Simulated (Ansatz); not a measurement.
Compare A (`C[SiH]([SiH3])BO`) with its isomer B (`[SiH3]BOC[SiH3]`).

Gas-phase electronic energies from Ansatz, PBE0-D4/def2-TZVP geometries. CCSD(T)/CBS is the MP2 limit (def2-TZVPP, def2-QZVPP) plus CCSD(T) − MP2 in def2-TZVPP, frozen cores. DFT in def2-TZVPP. B3LYP here is the variant with VWN-RPA as its local correlation; programs differ in this. One conformer a species, not always the lowest.

Question: Which isomer does CCSD(T)/CBS put lower? Give the gap. (An estimate is asked.)

Answer: Computed: A, by 115.4 kJ/mol.

Question: Give E(B) − E(A) in kJ/mol with CCSD/def2-TZVPP, B3LYP-D4, PBE-D4, PBE0-D4, CCSD(T)/def2-TZVPP, B3LYP, r2SCAN-D4. (An estimate is asked.)

Answer: The calculation gave: CCSD/def2-TZVPP 111.8, B3LYP-D4 109.5, PBE-D4 121.1, PBE0-D4 122.9, CCSD(T)/def2-TZVPP 112.4, B3LYP 108.0, r2SCAN-D4 119.4. None reverses the order clearly.

Largest T1 diagnostic: 0.015.

In def2-TZVPP, CCSD(T) changes the Hartree–Fock value by +11.5 kJ/mol (the triples alone add +0.6 kJ/mol) and MP2 by +16.7 kJ/mol.
